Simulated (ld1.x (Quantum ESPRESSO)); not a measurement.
**Before and after: PAW potential for Cr**

Cr (Z = 24), PAW, made with ld1.x (Quantum ESPRESSO) 7.5 (PBEsol, scalar-relativistic). Core [Ne], reference 3s2 3p6 3d5 4s1 4p0. Waves: 3s (bound): rcut 1.20, rcutus 1.40 bohr; 4s (bound): rcut 1.20, rcutus 1.40 bohr; 3p (bound): rcut 1.35, rcutus 1.40 bohr; 4p (bound, empty): rcut 1.35, rcutus 1.40 bohr; 3d (bound): rcut 1.35, rcutus 1.65 bohr; 3d channel at 2 Ry: rcut 1.35, rcutus 1.65 bohr. Local part: all-electron potential smoothed inside 1.35 bohr (lloc = -1). Core correction: Bessel-smoothed model core inside 0.90 bohr. Augmentation charge: BESSEL, radius 1.05 bohr.

Change: core correction Bessel-smoothed model core inside 0.68 bohr.

Cutoffs: the cutoffs (Ry, on a coarse ladder) from which the occupation-weighted sum of valence levels, in a spherical-Bessel basis at the reference potential, stays within 10 and 1 mRy of its value at 400 Ry; they do not see the model core or the augmentation charge, which bear on the density cutoff. Errors are all-electron minus pseudo energies relative to the spin-unpolarised reference configuration.

Question: Predict the effect on cutoff, ghosts and configuration errors.

Answer: The potential gets neither clearly harder nor softer (45 Ry and 80 Ry → 45 Ry and 80 Ry); of the 7 tests that both files solve, the error grows in 3 and shrinks in 0 by more than 15 % and 0.3 meV (median size 1.0 → 1.0 meV); neither file shows a bound ghost. A model core, the more so a compact one, raises the density cutoff, which this test does not measure.

| quantity | base | changed |
| --- | --- | --- |
| cutoff, loose | 45 Ry | 45 Ry |
| cutoff, tight | 80 Ry | 80 Ry |
| bound ghosts | none | none |
| error for 3s2 3p6 3d5 4s0 4p0, meV [ΔE 6.87 eV] | -1.0 | -0.9 |
| error for 3s2 3p6 3d4 4s0 4p0, meV [ΔE 22.89 eV] | +0.7 | +1.0 |
| error for 3s2 3p6 3d3 4s0 4p0, meV [ΔE 53.59 eV] | +11 | +13 |
| error for 3s2 3p6 3d4 4s2 4p0, meV [ΔE -0.09 eV] | +1.9 | +2.1 |
| error for 3s2 3p6 3d2 4s0 4p0, meV [ΔE 101.91 eV] | +37 | +46 |
| error for 3s2 3p6 3d5 4s0 4p1, meV [ΔE 3.14 eV] | -0.5 | -0.4 |
| error for 3s2 3p6 3d5.5 4s0.5 4p0, meV [ΔE 0.72 eV] | -0.3 | -0.2 |
| s: phases at 1.80 bohr within 0.05 rad from the reference energy up to (Ry; the scan ends near 5) | to the end of the scan | to the end of the scan |
| p: phases at 1.80 bohr within 0.05 rad from the reference energy up to (Ry; the scan ends near 5) | 2.7 | 2.7 |
| d: phases at 1.80 bohr within 0.05 rad from the reference energy up to (Ry; the scan ends near 5) | to the end of the scan | to the end of the scan |
| lowest overlap eigenvalue by channel | s 0.05, p 0.27, d 0.43 | s 0.05, p 0.27, d 0.43 |
